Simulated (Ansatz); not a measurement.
**1,2-elimination**

Start structure (BNH₃OF, singlet), relaxed at PBE0-D4/def2-TZVP:

B1  (-0.239, -0.092, 0.243)
O2  (0.412, -1.202, 0.695)
N3  (0.300, 0.694, -0.780)
H4  (1.176, 0.477, -1.218)
F5  (-1.420, 0.254, 0.790)
H6  (-0.068, -1.647, 1.396)
H7  (-0.161, 1.514, -1.127)
(Å)

The step: BNH₃OF ([NH2][B]([OH])[F]) → BNHF ([NH][B][F]) + H₂O (still joined by a long B–O bond); bonds formed: O2–H4; bonds broken: N3–H4; bonds weakened to dative contacts: B1–O2. Computed with Ansatz 0.2.0 (basis: def2-TZVPP and def2-QZVPP); correlated methods freeze the cores. Extrapolation: Hartree–Fock as exp(−7.88 √X), correlation as X^−2.97. Energies below are by CCSD(T) at an estimated basis limit (MP2 extrapolated from triple and quadruple zeta, plus CCSD(T) − MP2 in triple zeta).

(1) What are the electronic barrier and the energy of the step, from the start structure to the end structure? (To be estimated.)

The T1 diagnostic stays at or below 0.013.

Answers

(1) Computed: Barrier 305.0 kJ/mol; step energy 290.5 kJ/mol (uphill); reverse barrier, their difference, 14.4 kJ/mol. Barrier and step energy count from the start structure, the reverse barrier from the end structure.

The saddle point: One imaginary mode of 831i cm⁻¹.
```
 pair  start (Å)  saddle (Å)  end (Å)
O2–H4       2.66        1.08     0.98
B1–O2       1.36        1.57     1.63
N3–H4       1.00        1.55     2.07
```

Zero-point energy (harmonic, PBE0-D4): ZPE is 128.5 kJ/mol at the start and 115.6 kJ/mol at the saddle, so the barrier goes from 305.0 to 292.1 kJ/mol.

First-order rate constant out of the start structure at 298 K by transition-state theory, with harmonic vibrational free energies alone and no tunnelling: ΔA‡ = 292.8 kJ/mol, so k = (kB T/h) exp(−ΔA‡/kB T) ≈ 10^-38 s⁻¹ (an order of magnitude at best: rotation, the number of equivalent paths and anharmonicity are left out).

Labels in which every atom is bracketed show which atoms are joined, not bond orders.

For scale, one of the runs: CCSD(T)/def2-TZVPP, 166 basis functions, launched by `ansatz run in.yaml --threads 2 --pin off --events-out ev --progress --plain --max-ram 4352MiB`. Hardware: 2 CPU threads of an Intel Xeon Platinum 8488C, shared host. Wall time 23 s; peak host memory 1.5 GiB.
